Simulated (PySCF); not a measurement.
## Basis-set dependence of population analyses: `C=N/C=C\S[SiH3]`

Compound: C₃H₇NSSi.
Structure used (PBE0-D3(BJ)/def2-SVP), in Å, numbered top down from 1:
```xyz
13
C3H7NSSi angstrom
C     -1.5486   -1.1969    0.5397
N     -0.7016   -0.3397    0.1333
C     -1.0684    0.8186   -0.5153
C     -0.1040    1.6714   -0.9202
S      1.6071    1.4644   -0.7079
Si     1.8482   -0.4269    0.3576
H     -1.1908   -2.1001    1.0497
H     -2.6369   -1.0738    0.4021
H     -2.1297    1.0375   -0.6969
H     -0.3764    2.5958   -1.4375
H      3.3515   -0.3453    0.4156
H      1.5534   -1.6696   -0.4081
H      1.4022   -0.4521    1.7781
```

PBE0 throughout (PySCF), one geometry, spherical d and f functions. Isolated species at its PBE0-D3(BJ)/def2-SVP geometry (one conformer only). The first 7 of 11 kinds of atom are listed.

Mulliken charges (e):

| basis | functions | C1 | N2 | C3 | C4 | S5 | Si6 | H7 |
| --- | --- | --- | --- | --- | --- | --- | --- | --- |
| STO-3G | 45 | -0.058 | -0.250 | -0.048 | -0.172 | +0.050 | +0.497 | +0.090 |
| 6-31G | 76 | -0.139 | -0.422 | +0.098 | -0.507 | -0.006 | +0.543 | +0.183 |
| pcSseg-0 | 76 | -0.102 | -0.619 | +0.067 | -0.502 | -0.115 | +0.435 | +0.241 |
| 6-31G* | 106 | -0.180 | -0.349 | +0.048 | -0.370 | -0.070 | +0.358 | +0.192 |
| cc-pVDZ | 127 | +0.049 | -0.220 | +0.107 | -0.141 | -0.105 | +0.262 | +0.058 |
| def2-SVP | 127 | +0.031 | -0.239 | +0.065 | -0.088 | -0.198 | +0.407 | +0.071 |
| aug-cc-pVDZ | 209 | +0.552 | +0.128 | +0.476 | +0.484 | -0.187 | -0.739 | -0.345 |
| 6-311+G(2d,p) | 220 | -0.110 | +0.009 | -0.212 | -0.095 | -0.121 | +0.214 | +0.137 |
| def2-TZVP | 240 | -0.136 | -0.160 | -0.089 | -0.053 | -0.146 | +0.158 | +0.145 |
| cc-pVTZ | 286 | -0.118 | -0.150 | -0.046 | -0.127 | -0.123 | +0.200 | +0.124 |
| IGLO-III | 298 | -0.007 | -0.238 | -0.024 | -0.096 | -0.207 | +0.731 | +0.124 |
| pcSseg-2 | 328 | +0.085 | -0.355 | +0.086 | -0.028 | -0.176 | +0.503 | +0.070 |

IAO charges (e):

```csv
basis,functions,C1,N2,C3,C4,S5,Si6,H7
STO-3G,45,-0.164,-0.189,-0.141,-0.241,+0.050,+0.540,+0.134
6-31G,76,-0.154,-0.202,-0.112,-0.230,-0.063,+0.397,+0.165
pcSseg-0,76,-0.131,-0.215,-0.106,-0.231,-0.066,+0.378,+0.157
6-31G*,106,-0.124,-0.212,-0.092,-0.240,-0.067,+0.518,+0.156
cc-pVDZ,127,-0.129,-0.207,-0.096,-0.241,-0.063,+0.515,+0.156
def2-SVP,127,-0.119,-0.208,-0.095,-0.237,-0.061,+0.532,+0.151
aug-cc-pVDZ,209,-0.135,-0.208,-0.100,-0.244,-0.068,+0.517,+0.160
"6-311+G(2d,p)",220,-0.134,-0.210,-0.099,-0.249,-0.064,+0.543,+0.160
def2-TZVP,240,-0.133,-0.210,-0.097,-0.252,-0.062,+0.551,+0.160
cc-pVTZ,286,-0.134,-0.210,-0.098,-0.249,-0.065,+0.539,+0.160
IGLO-III,298,-0.136,-0.209,-0.101,-0.252,-0.058,+0.547,+0.160
pcSseg-2,328,-0.133,-0.211,-0.099,-0.251,-0.062,+0.548,+0.160
```

Hirshfeld charges (e):

```
        basis  functions      C1      N2      C3      C4      S5     Si6      H7
       STO-3G         45  +0.012  -0.148  -0.033  -0.027  -0.010  +0.363  +0.031
        6-31G         76  +0.009  -0.093  -0.034  -0.043  -0.079  +0.249  +0.062
     pcSseg-0         76  +0.011  -0.074  -0.041  -0.051  -0.062  +0.265  +0.055
       6-31G*        106  +0.015  -0.084  -0.028  -0.041  -0.080  +0.235  +0.062
      cc-pVDZ        127  +0.012  -0.066  -0.033  -0.052  -0.051  +0.243  +0.058
     def2-SVP        127  +0.012  -0.070  -0.036  -0.053  -0.039  +0.245  +0.057
  aug-cc-pVDZ        209  +0.009  -0.096  -0.037  -0.061  -0.043  +0.253  +0.063
6-311+G(2d,p)        220  +0.013  -0.100  -0.037  -0.062  -0.045  +0.256  +0.062
    def2-TZVP        240  +0.011  -0.090  -0.035  -0.059  -0.045  +0.247  +0.062
      cc-pVTZ        286  +0.011  -0.084  -0.034  -0.057  -0.048  +0.245  +0.061
     IGLO-III        298  +0.007  -0.096  -0.041  -0.063  -0.028  +0.248  +0.061
     pcSseg-2        328  +0.010  -0.093  -0.036  -0.060  -0.044  +0.253  +0.063
```

ESP-fitted charges (e):

```csv
basis,functions,C1,N2,C3,C4,S5,Si6,H7
STO-3G,45,-0.281,+0.156,-0.241,-0.003,-0.139,+0.426,+0.097
6-31G,76,-0.308,+0.170,-0.262,-0.079,-0.297,+0.450,+0.150
pcSseg-0,76,-0.313,+0.172,-0.304,-0.066,-0.318,+0.516,+0.154
6-31G*,106,-0.290,+0.146,-0.216,-0.150,-0.201,+0.274,+0.155
cc-pVDZ,127,-0.255,+0.141,-0.215,-0.166,-0.154,+0.210,+0.143
def2-SVP,127,-0.247,+0.142,-0.231,-0.138,-0.177,+0.280,+0.137
aug-cc-pVDZ,209,-0.324,+0.213,-0.260,-0.169,-0.159,+0.228,+0.159
"6-311+G(2d,p)",220,-0.333,+0.204,-0.265,-0.173,-0.148,+0.204,+0.166
def2-TZVP,240,-0.320,+0.200,-0.267,-0.155,-0.151,+0.223,+0.160
cc-pVTZ,286,-0.301,+0.181,-0.252,-0.150,-0.159,+0.240,+0.156
IGLO-III,298,-0.309,+0.176,-0.231,-0.191,-0.132,+0.195,+0.160
pcSseg-2,328,-0.332,+0.219,-0.279,-0.138,-0.181,+0.287,+0.160
```

Q: Which scheme is steadiest as the basis changes?

A: Largest range over the bases for any column: Hirshfeld 0.13 e, IAO 0.17 e, ESP-fitted 0.32 e, Mulliken 1.47 e. Hirshfeld charges move least and Mulliken charges most, counted in e. Without the minimal STO-3G basis the ranges are Hirshfeld 0.05, IAO 0.17, ESP-fitted 0.32, Mulliken 1.47 e.

Q: How much do the charges still move between the two largest bases, IGLO-III and pcSseg-2?

A: At most, over all atoms: Mulliken 0.228 e, IAO 0.004 e, Hirshfeld 0.016 e, ESP-fitted 0.092 e.

Q: What do the same runs give for the total energy, the frontier levels and the dipole moment?

A: 
```csv
basis,energy (Eh),HOMO (eV),LUMO (eV),μ (D)
STO-3G,-850.5849,-3.56,1.64,1.39
6-31G,-860.3107,-6.28,-1.45,3.79
pcSseg-0,-859.2474,-6.54,-1.73,4.07
6-31G*,-860.4249,-6.22,-1.41,3.58
cc-pVDZ,-860.4787,-6.28,-1.54,3.33
def2-SVP,-860.1274,-6.34,-1.64,3.44
aug-cc-pVDZ,-860.4904,-6.37,-1.77,3.36
"6-311+G(2d,p)",-860.5356,-6.38,-1.78,3.38
def2-TZVP,-860.5530,-6.37,-1.74,3.38
cc-pVTZ,-860.5549,-6.36,-1.70,3.38
IGLO-III,-860.5519,-6.34,-1.75,3.26
pcSseg-2,-860.5664,-6.41,-1.79,3.46
```

The dipole is fixed by the density alone, so its range of 2.68 D shows that the density itself changes with the basis, not only its division among atoms.
